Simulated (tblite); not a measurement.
Species: C4H7NSi.
Structure used (GFN2-xTB), in Å, numbered top down from 1:
```xyz
13
C4H7NSi angstrom
C      2.9133   -0.4845    0.1704
C      1.7574   -0.3612   -0.1205
C      0.3663   -0.2211   -0.4585
N     -0.5214   -0.9983    0.4175
C     -1.6911   -0.1285    0.5311
Si    -0.6013    1.3738    0.0601
H      3.9260   -0.5892    0.4229
H      0.2417   -0.4556   -1.5297
H     -0.7041   -1.9471    0.1123
H     -2.4877   -0.3521   -0.1924
H     -2.1252   -0.1823    1.5312
H     -0.0173    2.1003    1.1800
H     -1.0610    2.2462   -1.0208
```

All values are computed: GFN2-xTB (tblite) harmonic vibrations without scaling, gas phase. This tight-binding method is rough: wavenumbers can miss measured ones by several per cent, in bad cases by 10 to 20. Modes of hydrogen on silicon can be 10 to 20 % off. One conformer, not necessarily the lowest.

Harmonic wavenumbers (cm⁻¹): 94.5, 130.3, 194.2, 352.4, 422.3, 433.3, 472.0, 503.0, 591.1, 620.1, 658.6, 681.5, 704.6, 759.4, 771.8, 838.8, 997.2, 1063.2, 1082.3, 1108.1, 1133.3, 1205.5, 1267.9, 1327.8, 1483.8, 2260.4, 2274.0, 2317.3, 2784.6, 2848.7, 2954.3, 3377.4, 3392.4.

A = 5829, B = 2091, C = 1675 MHz; mass 97.035 u (most abundant isotopes); point group C1, symmetry number 1.

Q: What is the zero-point energy?

A: Half the sum of the wavenumbers: 20553 cm⁻¹ = 245.87 kJ/mol.

Q: What is S at 273.15 K and 1 bar for an ideal gas of classical rigid rotors and harmonic oscillators?

A: Translation 164.09, rotation 112.53, vibration 59.23: S = 335.9 J/(mol K).

Q: And Cp and H(273.15 K) − H(0)?

A: Cp = 114.54 J/(mol K), of which vibrations give 81.28 (their classical limit is 33 R = 274.4); H(273.15 K) − H(0) = 18.74 kJ/mol without the zero-point energy, 9.66 from vibrations.

Q: What must be added to the electronic energy to get the Gibbs energy at 273.15 K and 1 bar?

A: ZPE + [H(273.15 K) − H(0)] − T·S = 245.87 + 18.74 − 91.74 = 172.87 kJ/mol.

Q: How do the functions run with temperature in this model?

A: 
```csv
T (K),S (J/(mol K)),Cp (J/(mol K)),H − H(0) (kJ/mol),G − H(0) (kJ/mol),ln q(vib)
100,256.6,55.0,4.21,-21.44,0.54
200,304.4,88.4,11.30,-49.57,1.79
300,347.0,123.5,21.94,-82.17,3.30
500,423.2,175.2,52.22,-159.40,6.65
800,516.3,220.1,112.17,-300.90,11.67
1000,567.7,239.4,158.23,-409.42,14.78
```

q(vib) and H(0) count from the zero-point level.

Q: Blend soft modes into free rotors: weight 1/[1 + (100 cm⁻¹/ν̃)⁴] for the oscillator and the rest for a rotor with moment μB/(μ + B), μ = h/(8π²ν), B = 10⁻⁴⁴ kg m². What vibrational entropy results?

A: 57.69 J/(mol K) in place of 59.23, which changes −T·S at 273.15 K by +0.42 kJ/mol.

Hindered rotation and anharmonicity are outside this model. Other conformers, if any are populated, would add a mixing term that is left out. The structure is chiral; the term R ln 2 for an equal mix with its mirror image is left out.
